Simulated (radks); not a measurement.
These are the eigenvalues of the occupied orbitals of an atom or ion with whole-number occupations (eV). Calculated with a radial shooting solver on a logarithmic mesh with Libxc functionals: non-relativistic Kohn-Sham, r2SCAN, spin-polarised, spherical densities, point nucleus; meta-GGA in the generalised Kohn-Sham scheme.

| orbital | eigenvalue |
|---|---|
| 1s | -56843.01 |
| 2s | -9251.255 |
| 2p | -8838.676 |
| 3s | -2084.439 |
| 3p | -1896.178 |
| 3d | -1546.262 |
| 4s | -412.4263 |
| 4p | -335.1658 |
| 4d | -196.0560 |
| 5s | -61.1131 |
| 5p | -40.8674 |
| 4f | -21.3709 |

Which element is it, and in what charge state? The configuration may be excited. Open shells, if any, are filled with parallel spins first.

Answer. Z = 70, ytterbium, charge +2: Yb2+ in [Xe] 4f14. The list shows which subshells hold electrons but not how many an open one holds; the 1s level, -2088.9 hartree, gives Z - s = 64.6 by -(Z - s)^2/2, which with screening narrows Z to a few neighbours, and the depths of the outer levels then fix element, charge and occupations together.
